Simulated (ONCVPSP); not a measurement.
# Before and after: ONCV potential for rubidium (Rb)

ONCVPSP 4.0.1 input, shortened (lines: element, Z, core and valence counts, functional; n l f; lmax; l rc ep ncon nbas qcut; lloc lpopt rc5 dvloc0; l nproj debl; icmod fcfact rcfact), PBEsol, scalar-relativistic:

```
  Rb 37.00    6    3  -116133      upf
    1    0    2.00
    2    0    2.00
    2    1    6.00
    3    0    2.00
    3    1    6.00
    3    2   10.00
    4    0    2.00
    4    1    6.00
    5    0    0.50
    2
    0    2.20    0.00    5    9    5.00
    1    1.90    0.00    4    8    6.70
    2    2.25    0.26    4    7    3.70
    4    5    1.60   -1.00
    0    2    3.70
    1    2    2.20
    2    1    3.60
    3    3.50    1.45
```

In the d channel the program set the typed energies aside and used 0.050 Ha.

Change: s: qcut 6.

Cutoffs: the cutoffs (Ha) at which the residual kinetic energy of the hardest occupied pseudo-wave falls to 1 and 0.1 mHa per electron; they do not see the model core or the augmentation charge, which bear on the density cutoff. Errors are all-electron minus pseudo energies relative to the spin-unpolarised reference configuration.

Question: How do hardness, ghosts and transferability respond?

Answer: The potential gets neither clearly harder nor softer (13 Ha and 18 Ha → 13 Ha and 18 Ha); the p channel sets the loose cutoff, while the largest relative change is in s, which becomes harder; the errors of the 4 common tests hardly move; neither file shows a bound ghost.

| quantity | base | changed |
| --- | --- | --- |
| cutoff, loose | 13 Ha | 13 Ha |
| cutoff, tight | 18 Ha | 18 Ha |
| loose cutoff by channel | s 10.0 Ha, p 13 Ha | s 13 Ha, p 13 Ha |
| bound ghosts | none | none |
| GHOST(+) flags under 300 eV | s at 129.2 eV | none |
| error for 4s2 4p6 5s1, meV [ΔE -1.56 eV] | 0.0 | 0.0 |
| error for 4s2 4p6 5s0, meV [ΔE 2.51 eV] | -0.1 | -0.1 |
| error for 4s2 4p6 5s0 5p1, meV [ΔE -0.07 eV] | +0.1 | +0.1 |
| error for 4s2 4p6 4d1 5s0, meV [ΔE 0.65 eV] | -0.7 | -0.7 |
| s: phases at 2.24 bohr within 0.05 rad from the reference energy up to (Ha; the scan ends near 5) | 4.0 | 4.6 |
| p: phases at 1.93 bohr within 0.05 rad from the reference energy up to (Ha; the scan ends near 5) | to the end of the scan | to the end of the scan |
| d: phases at 2.28 bohr within 0.05 rad from the reference energy up to (Ha; the scan ends near 5) | 2.5 | 2.5 |
| rms error of d²Exc/dni dnj with the model core, mHa | 1.15 | 0.94 |
